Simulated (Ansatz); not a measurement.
Input for Ansatz (a first-principles code): U-PBE/cc-pVTZ on CH5BSe (SMILES CB[SeH]), a point of a bond scan (R = 2.192 Å).

Ansatz 0.2 input:
```yaml
crystal:
  periodic: [false, false, false]
  atoms:
    - {symbol: B, position_ang: [-0.15281115, -0.55344157, 1.06257556]}
    - {symbol: H, position_ang: [-1.13195865, -0.58935052, 1.73549546]}
    - {symbol: C, position_ang: [1.16908035, -1.26447540, 1.48164381]}
    - {symbol: H, position_ang: [0.78806315, -3.40179768, 1.78232089]}
    - {symbol: H, position_ang: [1.49361377, -0.88848570, 2.45849675]}
    - {symbol: H, position_ang: [2.00004339, -1.16077437, 0.78257232]}
    - {symbol: Se, position_ang: [-0.23400099, 0.42531987, -0.59759198]}
    - {symbol: H, position_ang: [-1.63466303, 0.86493165, -0.49316030]}
basis:
  gaussian:
    orbitals: cc-pVTZ
hamiltonian:
  xc: {name: PBE}
magnetization: {spin_polarized: true, initial_magnetization: 0}
```

Problem. What total energy does the run end on?

Solution. -2466.9977 hartree.

Problem. How many basis functions does it have, and what does it roughly cost on one machine?

Solution. 173 functions; around 20 core-seconds (rough).
